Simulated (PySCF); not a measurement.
Assignment exercise: C7H6ClOP

Structure with atom numbers: `[CH3:1][c:2]1[cH:3][p:4][c:5]([Cl:6])[cH:7][c:8]1[CH:9]=[O:10]` (H(Xn): hydrogen on atom n).

[PySCF 2.14: shielding tensors at PBE0/pcSseg-1 (GIAO); GFN2-xTB geometry; single conformer; one averaged value for each set of equivalent atoms; isolated molecule; no relativistic terms]

Referencing at the same level of theory: 13C, 1H against TMS.

(1) Assign these signals to the numbered atoms. 13C{1H} NMR (computed): δ 194.2 (CH), 182.1 (C), 168.9 (CH), 147.2 (C), 139.6 (CH), 137.4 (C), 24.5 (CH3).

(2) Assign these signals to the numbered atoms. 1H NMR (400 MHz, computed): δ 10.74 (s, 1H), 8.88 (m, 1H), 8.87 (m, 1H), 2.93 (s, 3H).

Results:

(1) 
| δ (ppm) | atoms | environment | reason |
| --- | --- | --- | --- |
| 194.2 | C9 | aldehyde carbonyl carbon | the double bond to the heteroatom, with no lone-pair donor beside it, deshields it most |
| 182.1 | C5 | aromatic carbon bearing chlorine | – |
| 168.9 | C3 | aromatic CH | – |
| 147.2 | C2 | substituted aromatic carbon | – |
| 139.6 | C7 | aromatic CH | the aromatic region |
| 137.4 | C8 | substituted aromatic carbon | – |
| 24.5 | C1 | methyl carbon on an aromatic ring | saturated and bonded to C and H only |

(2) 
| δ (ppm) | atoms | environment | reason |
| --- | --- | --- | --- |
| 10.74 | H(C9) | hydrogen on an aldehyde carbonyl carbon | the C=O anisotropy and electron withdrawal place aldehyde protons far downfield |
| 8.88 | H(C3) | hydrogen on an aromatic CH | the ring current deshields protons in the ring plane |
| 8.87 | H(C7) | hydrogen on an aromatic CH | – |
| 2.93 | H(C1) | hydrogen on a methyl carbon on an aromatic ring | benzylic-type position, deshielded by the ring |

H(C3) and H(C7) lie closer than the usual error of such a calculation, so a measured spectrum could show them in the other order.

Carbons that carry Cl, above all several Cl atoms, come out too deshielded, partly because spin–orbit coupling is missing. Splittings by 31P in the carbon and heteronuclear signals aren't shown, as no couplings were computed. Shifts are as computed. Against solution values, carbons near 30 ppm lie about +3 ppm off and those near 130 ppm about +5 ppm; carbons on Cl a further +6 ppm. Of 1211 compounds with measured shifts, 218 miss one by over three times the rms of a fit or turn the order of signals round; such compounds aren't used in these exercises. No couplings were computed; multiplicities are counted from neighbouring protons, with m where these are inequivalent, close in shift, in a saturated or five-membered ring or joined by F or P, and br s for small geminal =CH2 splittings.
